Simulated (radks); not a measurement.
Neutral hydrogen inside a hard spherical wall (all orbitals vanish at R), configuration held at 1s1 and not refilled when levels cross. Method: scalar-relativistic Kohn-Sham, PBE, spin-unpolarised, spherical densities, point nucleus; without spin polarisation the odd electron is poorly described; computed with a radial shooting solver on a logarithmic mesh with Libxc functionals. Eigenvalues in eV, with the zero of energy where the potential of the charges vanishes at infinity; a dash marks a level that is unbound or too diffuse for the functional's potential to be trusted. A positive occupied level is held by the wall or, in an anion where self-interaction has pushed it up, behind a barrier. The pressure on the wall is -dE/dV.

R (bohr)  E (hartree)  kinetic (hartree)   e(1s)  e(2s, empty)  e(2p, empty)  pressure (GPa)
free         -0.45893              0.447  -6.493             -             -               0
20           -0.45893              0.447  -6.493             -             -        < 0.0001
12           -0.45893              0.447  -6.493         0.631         0.874        < 0.0001
10           -0.45893              0.447  -6.491         1.130         1.248        0.000276
8            -0.45880              0.449  -6.474         2.325         2.044         0.00641
5            -0.45212              0.484  -5.963         9.904         6.390           0.828
2.5          -0.26358              0.966   1.887        61.155        33.272             108
